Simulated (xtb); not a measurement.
ITl, charge -1, doublet, geometry from GFN2-xTB (such geometries of metal compounds can be far from the true shape) (a state made from the parent by changing its charge; the spin is typed, not shown lowest). Base run: xtb with GFN2-xTB.

xtb was given this input:
```
$ xtb mol.xyz --gfn 2 --chrg -1 --uhf 1 --json

# file mol.xyz
2

Tl    -0.00000000    -0.00000000    -1.17686441
I      0.00000000     0.00000000     1.79860409
```

The base run was repeated with changes; each row names its change, and settings that it needs were set with it.

```
change        ΔE vs base (mEh)  SCF cycles
------------  ----------------  ----------
base                     0.000          10
alpb = cs2             -57.997          11
acc = 0.0001             0.000          16
etemp = 3000           -11.854          10
```

ALPB and GBSA are two models with their own fitted parameters for each solvent, which aren't always the measured dielectric constant.
